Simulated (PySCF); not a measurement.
Bond stretch in InH, singlet.

Levels of theory: UHF/def2-SVP, def2 effective core potentials past Kr (PySCF); RHF/def2-SVP, def2 effective core potentials past Kr (PySCF); UKS-PBE0 = unrestricted PBE0/def2-SVP, def2 effective core potentials past Kr in PySCF; RKS-PBE0 = PySCF with restricted PBE0/def2-SVP, def2 effective core potentials past Kr; UKS-B3LYP = unrestricted B3LYP/def2-SVP, def2 effective core potentials past Kr (PySCF); RKS-B3LYP = restricted B3LYP/def2-SVP, def2 effective core potentials past Kr (PySCF); UKS-TPSSh = unrestricted TPSSh/def2-SVP, def2 effective core potentials past Kr in PySCF; RKS-TPSSh = restricted TPSSh/def2-SVP, def2 effective core potentials past Kr (PySCF).

Scanned distances (Å): 1.39, 1.47, 1.58, 1.65, 1.74, 1.79, 1.85, 1.89, 1.98, 2.01, 2.16, 2.29, 2.50, 2.79, 3.06, 3.30, 3.72, 4.08, 4.57, 4.96, 5.55, 6.48, 7.39.

Task: Where does the unrestricted solution first break spin symmetry (<S²> of 0.01 or more)?

Result: UHF: already at 1.39 Å; UKS-PBE0: between 2.79 and 3.06 Å; UKS-B3LYP: between 2.79 and 3.06 Å; UKS-TPSSh: between 2.79 and 3.06 Å.

```csv
R / Å,<S²> UHF,E(RHF) − E(UHF) / kcal/mol,<S²> UKS-PBE0,E(RKS-PBE0) − E(UKS-PBE0) / kcal/mol,<S²> UKS-B3LYP,E(RKS-B3LYP) − E(UKS-B3LYP) / kcal/mol,<S²> UKS-TPSSh,E(RKS-TPSSh) − E(UKS-TPSSh) / kcal/mol
1.39,0.14,0.2,0.00,0.0,0.00,0.0,0.00,0.0
1.47,0.08,0.1,0.00,0.0,0.00,0.0,0.00,0.0
1.58,0.00,0.0,0.00,0.0,0.00,0.0,0.00,0.0
1.65,0.00,0.0,0.00,0.0,0.00,0.0,0.00,0.0
1.74,0.00,0.0,0.00,0.0,0.00,0.0,0.00,0.0
1.79,0.00,0.0,0.00,0.0,0.00,0.0,0.00,0.0
1.85,0.00,0.0,0.00,0.0,0.00,0.0,0.00,0.0
1.89,0.00,0.0,0.00,0.0,0.00,0.0,0.00,0.0
1.98,0.00,0.0,0.00,0.0,0.00,0.0,0.00,0.0
2.01,0.00,0.0,0.00,0.0,0.00,0.0,0.00,0.0
2.16,0.00,0.0,0.00,0.0,0.00,0.0,0.00,0.0
2.29,0.00,0.0,0.00,0.0,0.00,0.0,0.00,0.0
2.50,0.06,0.0,0.00,0.0,0.00,0.0,0.00,0.0
2.79,0.49,3.9,0.00,0.0,0.00,0.0,0.00,0.0
3.06,0.71,10.6,0.15,0.2,0.07,0.0,0.12,0.1
3.30,0.83,17.6,0.41,2.0,0.31,1.2,0.42,1.9
3.72,0.93,30.2,0.68,7.3,0.58,5.2,0.66,6.9
4.08,0.97,40.2,0.82,12.2,0.71,9.0,0.76,11.2
4.57,1.00,52.0,0.95,18.6,0.82,13.6,0.83,16.1
4.96,1.00,59.9,0.99,23.0,0.87,16.7,0.86,19.1
5.55,1.01,69.4,1.00,28.2,0.93,20.3,0.89,22.3
6.48,1.01,79.4,1.00,33.1,1.00,24.2,0.91,25.4
7.39,1.01,85.2,1.00,35.6,1.00,26.5,0.92,26.9
```
